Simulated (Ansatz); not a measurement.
`C[CH2][Zn][F]` + HBr → `[F][Zn][Br]` + `CC` at 700 K and 1 bar (ligand exchange at a Zn–C bond).

Program: Ansatz. Geometries: PBE0-D4/def2-TZVP. ΔE: electronic, gas phase. CBS: MP2 limit from def2 TZ/QZ plus the TZ coupled-cluster correction, frozen cores. This one scheme is used for every species. For Br, Zn outer-core shells are correlated without core-valence functions, which leaves a few kJ/mol of doubt a bond. Scalar relativity is left out up to krypton. One conformer a species, not always the lowest.

| species | CCSD(T)/CBS energy (Eh) | H − E (kJ/mol) | S (J/(mol·K)) |
| --- | --- | --- | --- |
| `C[CH2][Zn][F]` | -1957.32060 | 238.1 | 415.4 |
| HBr | -2573.91920 | 36.5 | 223.7 |
| `[F][Zn][Br]` | -4451.58211 | 44.8 | 332.5 |
| `CC` | -79.71954 | 238.1 | 289.3 |

H − E and S are ideal-gas, rigid-rotor, harmonic terms from PBE0-D4/def2-TZVP, for one conformer and one mirror image of each species. 1 Eh = 2625.50 kJ/mol, R = 8.31446 J/(mol·K).

**Question.** By hand: ΔE, ΔH, ΔS and ΔG.

**Answer.** ΔE = (-4451.58211) + (-79.71954) − (-1957.32060) − (-2573.91920) = -0.06185 Eh = -162.4 kJ/mol. Δ(H − E) = 44.8 + 238.1 − 238.1 − 36.5 = 8.3, so ΔH = -154.1 kJ/mol. ΔS = 332.5 + 289.3 − 415.4 − 223.7 = -17.3 J/(mol·K). ΔG = -154.1 − 700 × (-17.3)/1000 = -142.0 kJ/mol.

**Question.** By hand: the equilibrium constant, and the temperature at which ΔG would vanish if ΔH and ΔS stayed fixed.

**Answer.** log₁₀ K = −ΔG/(RT ln 10) = 10.6. ΔG = 0 at ΔH/ΔS = 8908 K, far beyond where these terms or the molecules hold.

ΔH outweighs TΔS. A doubt of 5 kJ/mol in ΔE shifts log₁₀ K by 0.4 here. Other conformers and mirror images would add mixing entropy, several J/(mol·K) or more a flexible species. These are equilibria of isolated gas molecules and say nothing of rates. Largest T1 diagnostic: 0.015 (customary marks: 0.02 for closed shells, 0.045 for open ones).
